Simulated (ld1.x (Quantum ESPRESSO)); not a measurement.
# PBE RRKJ dataset for nitrogen, non-relativistic all-electron reference.

ld1.x (Quantum ESPRESSO) 7.5 input, shortened:

```
&input
   title='N', zed=7., rel=0, dft='PBE', iswitch=3,
   config='[He] 2s2 2p2.5 3d-2'
 /
 &inputp
   pseudotype=2, tm=.false., rho0=0.001, lloc=0,
   nlcc=.true., rcore=0.35
 /
3
2P  2  1   2.50   0.00  2.10  2.10  0.0
3D  3  2  -2.00  -0.20  1.95  1.95  0.0
2S  1  0   2.00   0.00  0.70  0.70  0.0
 &test
   configts(1)='2s2 2p2.5'
 /
```

Poles of the logarithmic derivatives, all-electron (AE) and pseudo (PS). s: poles at -1.5 (AE) and -1.5 (PS) Ry. p: poles at -0.6 (AE) and -0.6 (PS) Ry. d: poles at 3.6 (AE) and 3.6 (PS) Ry. Test radius 2.31 bohr.

* Cutoffs needed: 140 Ry and 300 Ry (the cutoffs (Ry, on a coarse ladder) from which the occupation-weighted sum of valence levels, in a spherical-Bessel basis at the reference potential, stays within 10 and 1 mRy of its value at 400 Ry)
* Ghost test: no extra level below or beside the all-electron valence levels (p, d, s, f tested) (spherical-Bessel basis up to 400 Ry, 20 bohr box)
* Largest excitation error: +3763 meV (all-electron minus pseudo) for 2s1 2p0, out of 7 test configurations
